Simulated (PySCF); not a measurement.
In(OH)2(SeH) (H₃InO₂Se), SMILES [OH][In]([OH])[SeH].

The structure is a stationary point at r2SCAN-D4/def2-SVP. The structure was generated by enumeration; whether it is a known compound was not checked. The def2 effective core potentials stand for the cores of In; spin–orbit coupling is left out. One conformer was computed; it need not be the lowest.

Level of theory: PySCF with PBE/def2-TZVP.

Symmetry labels are those of the subgroup Cs that the program uses (full group Cs).

Computed valence orbital energies around the gap with their symmetry:
```tsv
orbital	symmetry	energy (eV)
HOMO−7	A'	-11.25
HOMO−6	A'	-9.70
HOMO−5	A'	-8.99
HOMO−4	A'	-7.70
HOMO−3	A"	-7.37
HOMO−2	A'	-7.32
HOMO−1	A"	-6.89
HOMO	A"	-6.22
LUMO	A'	-2.86
LUMO+1	A"	-1.44
LUMO+2	A'	-0.79
LUMO+3	A'	-0.40
```
